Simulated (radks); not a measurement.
Q: These are the eigenvalues of the occupied orbitals of an atom or ion with whole-number occupations (hartree). Calculated with a radial shooting solver on a logarithmic mesh with Libxc functionals: Dirac Kohn-Sham, BLYP, spin-unpolarised, spherical densities, point nucleus.

1s1/2: -403.1304
2s1/2: -50.72853
2p1/2: -45.16833
2p3/2: -43.99598
3s1/2: -6.50612
3p1/2: -4.67395
3p3/2: -4.51640
3d3/2: -1.41332
3d5/2: -1.39176
4s1/2: -0.72682
4p1/2: -0.41616

Which element is it, and in what charge state? The configuration may be excited. Open shells, if any, fill j = l - 1/2 first.

A: Z = 32, germanium, charge +1: Ge+ in [Ar] 3d10 4s2 4p1. The list shows which subshells hold electrons but not how many an open one holds; the 1s level, -403.13 hartree, gives Z - s = 28.4 by -(Z - s)^2/2, which with screening and relativity narrows Z to a few neighbours, and the depths of the outer levels then fix element, charge and occupations together.
